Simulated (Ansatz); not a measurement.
`CC1BO1` and `[InH2][CH]1BO1` differ in one atom or group.

Ansatz, PBE0-D4/def2-TZVP geometries, multiplicity 1. 

Elements past krypton have def2 core potentials.

```
                                                                                  property  `CC1BO1`
                                                       LUMO energy (B3LYP/def2-TZVPP) / eV     -0.65
                                                     HOMO–LUMO gap (B3LYP/def2-TZVPP) / eV      6.98
                                            zero-point energy (PBE0-D4/def2-TZVP) / kJ/mol     184.9
ideal-gas entropy at 298 K and 1 bar (rigid rotor, harmonic PBE0-D4/def2-TZVP) / J/(mol·K)       281
                                        size of the dipole moment (ωB97M-V/def2-TZVPP) / D      1.47
                                                       HOMO energy (B3LYP/def2-TZVPP) / eV     -7.62
```

**Question.** What does the change do to each property? (An estimate is asked.)

**Answer.** Ansatz gave: 
```csv
property,`[InH2][CH]1BO1`,shift
LUMO energy (B3LYP/def2-TZVPP) / eV,-2.09,-1.44
HOMO–LUMO gap (B3LYP/def2-TZVPP) / eV,5.08,-1.90
zero-point energy (PBE0-D4/def2-TZVP) / kJ/mol,113.5,-71.4
"ideal-gas entropy at 298 K and 1 bar (rigid rotor, harmonic PBE0-D4/def2-TZVP) / J/(mol·K)",329,48
size of the dipole moment (ωB97M-V/def2-TZVPP) / D,1.30,-0.17
HOMO energy (B3LYP/def2-TZVPP) / eV,-7.17,0.45
```

With PBE0 the HOMO rises by 0.45 eV and the LUMO falls by 1.42 eV, so the gap narrows by about 1.87 eV. PBE moves the HOMO by 0.32 eV and ωB97M-V by 0.55 eV. The zero-point energy changes by -71.4 kJ/mol with -3 modes. Dipoles are sizes alone; their direction can turn.

B3LYP here is the variant with VWN-RPA as its local correlation; programs differ in this.
